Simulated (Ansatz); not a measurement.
`O[BH][GeH3]` + `SS` → `S[S][GeH3]` + `BO` at 700 K and 1 bar (cleavage of the Ge–B bond).

Program: Ansatz. Geometries: PBE0-D4/def2-TZVP. ΔE: electronic, gas phase. CCSD(T)/CBS is the MP2 limit (def2-TZVPP, def2-QZVPP) plus CCSD(T) − MP2 in def2-TZVPP, frozen cores. This one scheme is used for every species. For Ge outer-core shells are correlated without core-valence functions, which leaves a few kJ/mol of doubt a bond. Scalar relativity is left out up to krypton. Each species was taken in one conformer, which may not be the lowest.

```csv
species,CCSD(T)/CBS energy (Eh),H − E (kJ/mol),S (J/(mol·K))
`O[BH][GeH3]`,-2179.11235,192.8,399.2
`SS`,-796.74576,82.9,298.8
`S[S][GeH3]`,-2874.07545,151.2,417.4
`BO`,-101.80414,126.4,277.4
```

H − E and S are ideal-gas, rigid-rotor, harmonic terms from PBE0-D4/def2-TZVP, for one conformer and one mirror image of each species. 1 Eh = 2625.50 kJ/mol, R = 8.31446 J/(mol·K).

Question: By hand: ΔE, ΔH, ΔS and ΔG.

Answer: ΔE = (-2874.07545) + (-101.80414) − (-2179.11235) − (-796.74576) = -0.02148 Eh = -56.4 kJ/mol. Δ(H − E) = 151.2 + 126.4 − 192.8 − 82.9 = 1.9, so ΔH = -54.5 kJ/mol. ΔS = 417.4 + 277.4 − 399.2 − 298.8 = -3.2 J/(mol·K). ΔG = -54.5 − 700 × (-3.2)/1000 = -52.3 kJ/mol.

Question: By hand: the equilibrium constant, and the temperature at which ΔG would vanish if ΔH and ΔS stayed fixed.

Answer: log₁₀ K = −ΔG/(RT ln 10) = 3.9. ΔG = 0 at ΔH/ΔS = 17031 K, far beyond where these terms or the molecules hold.

The number of gas molecules stays the same, so ΔS is small and ΔH decides. A doubt of 5 kJ/mol in ΔE shifts log₁₀ K by 0.4 here. Other conformers and mirror images would add mixing entropy, several J/(mol·K) or more a flexible species. These are equilibria of isolated gas molecules and say nothing of rates. Largest T1 diagnostic: 0.014 (customary marks: 0.02 for closed shells, 0.045 for open ones).
